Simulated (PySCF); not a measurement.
propane (C₃H₈), singlet, geometry from GFN2-xTB, with bond 8-2 at 1.4 times its length; PySCF with CASSCF(8,8)/6-31G.

Here is a job for PySCF.
```python
from pyscf import gto, scf, mcscf
import numpy

mol = gto.Mole()
mol.atom = '''
    C     0.00019816   -0.00959544    0.59262286
    C     0.00203840    1.26473711   -0.24264066
    C    -0.00221431   -1.25621880   -0.28345724
    H    -0.88125307   -0.01855469    1.23781232
    H     0.88208063   -0.02151901    1.23717471
    H     0.00374846    2.14435597    0.39712642
    H    -0.00350616   -2.15608872    0.32749829
    H     1.23633517    1.31579816   -1.13375841
    H    -0.87993462    1.30417409   -0.87851563
    H    -0.88428061   -1.27207466   -0.92022745
    H     0.87933296   -1.27503946   -0.92086516
'''
mol.basis = '6-31g'
mol.verbose = 4
mol.build()

mf = scf.RHF(mol)
mf.kernel()
mc = mcscf.CASSCF(mf, 8, 8)
mc.fix_spin_(ss=0.0)
mc.kernel()
occ = numpy.linalg.eigvalsh(mc.fcisolver.make_rdm1(mc.ci, mc.ncas, mc.nelecas))[::-1]
ss = mc.fcisolver.spin_square(mc.ci, mc.ncas, mc.nelecas)[0]
print('natural occupations', occ.round(4), ' <S^2>', round(ss, 4))
```

The log (banner, timings and long lists left out):

```
PySCF version 2.14.0

[INPUT] verbose = 4
[INPUT] num. atoms = 11
[INPUT] num. electrons = 26
[INPUT] charge = 0
[INPUT] spin (= nelec alpha-beta = 2S) = 0
[INPUT] symmetry False subgroup None
[INPUT] Mole.unit = angstrom
[INPUT] Symbol           X                Y                Z      unit          X                Y                Z       unit  Magmom
[...]
nuclear repulsion = 81.6727894571694
number of shells = 31
number of NR pGTOs = 98
number of NR cGTOs = 43
basis = 6-31g
ecp = {}

******** <class 'pyscf.scf.hf.RHF'> ********
method = RHF
initial guess = minao
damping factor = 0
level_shift factor = 0
DIIS = <class 'pyscf.scf.diis.CDIIS'>
diis_start_cycle = 1
diis_space = 8
diis_damp = 0
SCF conv_tol = 1e-09
SCF conv_tol_grad = None
SCF max_cycles = 50
direct_scf = True
direct_scf_tol = 1e-13
Set gradient conv threshold to 3.16228e-05
Initial guess from minao.
init E= -118.279484086421
[...]
cycle= 1 E= -118.131140395622  delta_E= 0.148  |g|= 0.239  |ddm|= 2.44
[...]
cycle= 2 E= -118.153080285998  delta_E= -0.0219  |g|= 0.0673  |ddm|= 0.287
[...]
cycle= 3 E= -118.154642152201  delta_E= -0.00156  |g|= 0.0266  |ddm|= 0.0878
[...]
cycle= 4 E= -118.154867597364  delta_E= -0.000225  |g|= 0.00292  |ddm|= 0.0292
[...]
cycle= 5 E= -118.154873520477  delta_E= -5.92e-06  |g|= 0.000639  |ddm|= 0.00749
[...]
cycle= 6 E= -118.154873793476  delta_E= -2.73e-07  |g|= 0.00021  |ddm|= 0.00157
[...]
cycle= 7 E= -118.15487381862  delta_E= -2.51e-08  |g|= 5.57e-05  |ddm|= 0.000462
[...]
cycle= 8 E= -118.154873820424  delta_E= -1.8e-09  |g|= 7.11e-06  |ddm|= 0.000149
[...]
cycle= 9 E= -118.15487382046  delta_E= -3.57e-11  |g|= 1.32e-06  |ddm|= 2.02e-05
[...]
Extra cycle  E= -118.15487382046  delta_E= -7.67e-13  |g|= 5.06e-07  |ddm|= 2.63e-06
converged SCF energy = -118.15487382046

******** <class 'pyscf.mcscf.mc1step.CASSCF'> ********
CAS (4e+4e, 8o), ncore = 9, nvir = 26
max_cycle_macro = 50
max_cycle_micro = 4
conv_tol = 1e-07
conv_tol_grad = None
orbital rotation max_stepsize = 0.02
orbital rotation threshold for CI restart = 0.01
augmented hessian ah_max_cycle = 30
augmented hessian ah_conv_tol = 1e-12
augmented hessian ah_linear dependence = 1e-14
augmented hessian ah_level shift = 1e-08
augmented hessian ah_start_tol = 2.5
augmented hessian ah_start_cycle = 3
augmented hessian ah_grad_trust_region = 3
kf_trust_region = 3
kf_interval = 4
ci_response_space = 4
ci_grad_trust_region = 3
with_dep4 0
natorb = False
canonicalization = True
sorting_mo_energy = False
[...]
CASCI E = -118.168921466455  S^2 = 0.0000000
[...]
               |grad[o]|=0.00824  |grad[c]|=0.0132  |ddm|=0.00559  |maxRot[o]|=6.07e-05
macro iter  41 ( 11 JK    2 micro), CASSCF E = -118.242841241065  dE = -7.16980892e-07  S^2 = 0.0000000
               |grad[o]|=0.00824  |grad[c]|=0.00936  |ddm|=0.000526  |maxRot[o]|=0.000106
macro iter  42 ( 11 JK    2 micro), CASSCF E = -118.242842012072  dE = -7.71006924e-07  S^2 = 0.0000000
               |grad[o]|=0.00824  |grad[c]|=0.00937  |ddm|=0.000789  |maxRot[o]|=0.000106
macro iter  43 ( 11 JK    2 micro), CASSCF E = -118.242842679617  dE = -6.67544683e-07  S^2 = 0.0000000
               |grad[o]|=0.00825  |grad[c]|=0.00936  |ddm|=0.000794  |maxRot[o]|=9.4e-05
macro iter  44 ( 11 JK    2 micro), CASSCF E = -118.242843204215  dE = -5.24597908e-07  S^2 = 0.0000000
               |grad[o]|=0.00825  |grad[c]|=0.00936  |ddm|=0.000819  |maxRot[o]|=7.4e-05
macro iter  45 ( 11 JK    2 micro), CASSCF E = -118.242843617463  dE = -4.13248330e-07  S^2 = 0.0000000
               |grad[o]|=0.00825  |grad[c]|=0.00936  |ddm|=0.000807  |maxRot[o]|=5.86e-05
macro iter  46 ( 11 JK    2 micro), CASSCF E = -118.242843927944  dE = -3.10480729e-07  S^2 = 0.0000000
               |grad[o]|=0.00825  |grad[c]|=0.00936  |ddm|=0.000814  |maxRot[o]|=4.44e-05
macro iter  47 ( 11 JK    2 micro), CASSCF E = -118.242844161420  dE = -2.33475561e-07  S^2 = 0.0000000
               |grad[o]|=0.00825  |grad[c]|=0.00936  |ddm|=0.00081  |maxRot[o]|=3.39e-05
macro iter  48 ( 11 JK    2 micro), CASSCF E = -118.242844333949  dE = -1.72529511e-07  S^2 = 0.0000000
               |grad[o]|=0.00825  |grad[c]|=0.00936  |ddm|=0.000813  |maxRot[o]|=2.55e-05
macro iter  49 ( 11 JK    2 micro), CASSCF E = -118.242844460591  dE = -1.26641410e-07  S^2 = 0.0000000
               |grad[o]|=0.00824  |grad[c]|=0.00936  |ddm|=0.000811  |maxRot[o]|=1.92e-05
macro iter  50 ( 11 JK    2 micro), CASSCF E = -118.242844552739  dE = -9.21488947e-08  S^2 = 0.0000000
               |grad[o]|=0.00824  |grad[c]|=0.00936  |ddm|=0.000812  |maxRot[o]|=1.43e-05
1-step CASSCF not converged,  50 macro (950 JK 180 micro) steps
CASSCF canonicalization
Density matrix diagonal elements [1.97496782 1.97832268 1.98103061 1.93779623 0.06207562 0.02478413
 0.02074799 0.02027491]
CASSCF energy = -118.242844552739
CASCI E = -118.242844552739  E(CI) = -15.0815670684380  S^2 = 0.0000000
natural occupations [1.9832 1.9787 1.9774 1.933  0.0672 0.0212 0.0204 0.0189]  <S^2> 0.0
```

The run did not converge; its last values are not results.
